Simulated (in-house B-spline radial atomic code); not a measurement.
Computed with a B-spline radial atomic code. Model: two electrons, singlet ground state, non-relativistic, full CI in B-splines with partial waves to l = 8 (at full coupling up to 3e-4 hartree above the limit, correlation up to 0.6 % small), density held at that of full coupling by Lieb maximisation.

Along the adiabatic connection the electron repulsion is scaled by a coupling λ while a local potential keeps the density fixed. At λ = 0 the system is the Kohn-Sham one and W equals the exchange energy; the exchange-correlation energy is the area under W between 0 and 1. The kinetic energy rises with λ as the electrons avoid each other, with dT/dλ = −λ dW/dλ.

Command:
```bash
python run_ac.py task.json out
```
Settings (lengths in bohr, energies in hartree):
```
potential              dot
strength               2.29
lmax                   8
second                 1
```

Time taken, with all properties: 18 s on 1 thread of Intel(R) Xeon(R) Processor @ 2.30GHz (shared host).

**W = mean repulsion less Hartree energy, and W of three functionals.**

Given: confinement charge in harmonic well; well frequency 2.29 hartree; nuclear charge 1; external potential omega^2 r^2/2 - Z/r.

Computed: LDA exchange minus exact 197.27 millihartree; SCAN exchange minus exact 7.4964 millihartree.

| coupling | W xc (hartree) | W xc minus exchange (millihartree) | kinetic minus Kohn-Sham (millihartree) | LDA (PW92) W minus its exchange (millihartree) | PBE W minus its exchange (millihartree) | SCAN W minus its exchange (millihartree) |
| --- | --- | --- | --- | --- | --- | --- |
| 0 | -1.3403 | 0 | 0 | 0 | 0 | 0 |
| 0.02 | -1.3422 | -1.884 | 0.02 | -12.64 | -2.67 | -1.89 |
| 0.05 | -1.345 | -4.686 | 0.12 | -26.13 | -6.65 | -4.67 |
| 0.12 | -1.3514 | -11.111 | 0.66 | -50.56 | -15.73 | -10.97 |
| 0.25 | ? | ? | ? | ? | ? | ? |
| 0.4 | -1.3756 | -35.328 | 6.9 | -117.01 | -48.95 | -34.31 |
| 0.6 | -1.3916 | -51.284 | 14.86 | -151.79 | -70.03 | -49.55 |
| 0.8 | -1.4065 | -66.229 | 25.31 | -181.1 | -89.3 | -63.8 |
| 1 | -1.4206 | -80.248 | 37.91 | -206.64 | -107.05 | -77.19 |
| 1.4 | ? | ? | ? | ? | ? | ? |
| 2 | -1.4792 | -138.9 | 124.45 | -301.56 | -179.18 | -133.83 |
| 3 | -1.5236 | -183.32 | 234.53 | -366.72 | -232.93 | -177.95 |
| 4.5 | -1.573 | -232.69 | 417.61 | -436.56 | -293.26 | -228.68 |
| 7 | -1.6283 | -287.99 | 730.31 | -514.65 | -363.14 | -287.72 |
| 10 | -1.671 | -330.69 | 1088.7 | -576.67 | -419.96 | -334.43 |

Question: What belongs in the row 0.25?

Answer: W xc (hartree): -1.363; W xc minus exchange (millihartree): -22.641; kinetic minus Kohn-Sham (millihartree): 2.79; LDA (PW92) W minus its exchange (millihartree): -85.25; PBE W minus its exchange (millihartree): -31.75; SCAN W minus its exchange (millihartree): -22.13.

Question: What belongs in the row 1.4?

Answer: W xc (hartree): -1.4461; W xc minus exchange (millihartree): -105.81; kinetic minus Kohn-Sham (millihartree): 68.48; LDA (PW92) W minus its exchange (millihartree): -249.85; PBE W minus its exchange (millihartree): -138.8; SCAN W minus its exchange (millihartree): -101.7.

Question: What is the PBE exchange minus exact?

Answer: 54.816 millihartree.

**Energy parts, natural occupations and partial-wave weights.**

Computed: exchange energy -1.3403 hartree; correlation energy -0.042336 hartree; kinetic part of the DFT correlation energy 0.037912 hartree; initial slope twice GL2 -0.094537 hartree; kinetic part over minus potential part 0.47244; Hartree energy 2.6806 hartree; Lieb Oxford ratio E_xc over LDA exchange 1.2096.

```tsv
natural	occupation of the shell (electrons)
s	1.9908
p	0.0077515
s	?
d	0.00032744
p	9.8931e-05
f	4.2123e-05
```

Question: What belongs in the row s?

Answer: occupation of the shell (electrons): 0.0009008.

| wave | weight |
| --- | --- |
| s | 0.99587 |
| p | 0.0039286 |
| d | ? |
| f | 2.3637e-05 |
| g | 5.4197e-06 |

Question: What belongs in the row d?

Answer: weight: 0.00017367.

Question: What is the Kohn-Sham kinetic?

Answer: 4.1876 hartree.

Question: What is the total energy?

Answer: 4.4337 hartree.

Half-way to full coupling W has made 54 % of its drop, against 50 % for a straight line, and second-order (GL2) theory, half the initial slope, overshoots the correlation energy by about 12 %: a moderate bend, as in light atoms. Over couplings 0 to 1 the errors in E_xc come to about +113 millihartree for LDA, +40 millihartree for PBE, +8.9 millihartree for SCAN, so SCAN is nearest. In LDA and PBE the errors of exchange and correlation have opposite signs, so the sum is smaller than the larger of the two.
